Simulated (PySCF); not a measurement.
Multinuclear NMR of C₅H₁₃NSi₃

Mapped SMILES: `[CH3:1][C:2]1=[CH:3][Si@H:4]([N:5]([SiH3:6])[SiH3:7])[CH:8]=[CH:9]1`; H(Xn) means a hydrogen on atom n.

Level of theory: shielding tensors at PBE0/pcSseg-1 (GIAO), GFN2-xTB structure, in PySCF 2.14.0 with density-fitted response routines (rapidly exchanging positions averaged, no solvent model, relativity neglected, single conformer).

Q: Predict the ²⁹Si NMR data.

A: 
```tsv
atoms	environment	σ (ppm)	δ (ppm)
Si4	silicon bonded to 2 C, N, H, in a 5-membered ring	360.8	-16.6
Si6/Si7	silicon bonded to N, 3 H	396.4	-45.9
```

Shieldings were converted by a linear fit to measured shifts: ²⁹Si (scatter 8.9 ppm rms, 25.8 ppm with the 6 outliers that the fit left out vs TMS, solution or neat liquid). A few per cent of atoms miss by over 2 rms, more outside the fitted compound classes.

On a 600 MHz spectrometer ²⁹Si resonates near 119.2 MHz, so 1 ppm is 119.2 Hz.

Q: Where does ¹⁵N resonate?

A: 
```
atoms              environment  σ (ppm)  δ (ppm)
   N5  nitrogen bonded to 3 Si    278.7   -404.9
```

Shieldings were converted by a linear fit to measured shifts: ¹⁵N: δ = -148.07 − 0.921σ (rms 6.3 ppm, 71 shifts vs CH3NO2, solution or neat liquid). Occasional misses reach two or three times the rms, and more in compound classes unlike the fitted ones.

On a 500 MHz spectrometer ¹⁵N resonates near 50.7 MHz, so 1 ppm is 50.7 Hz.
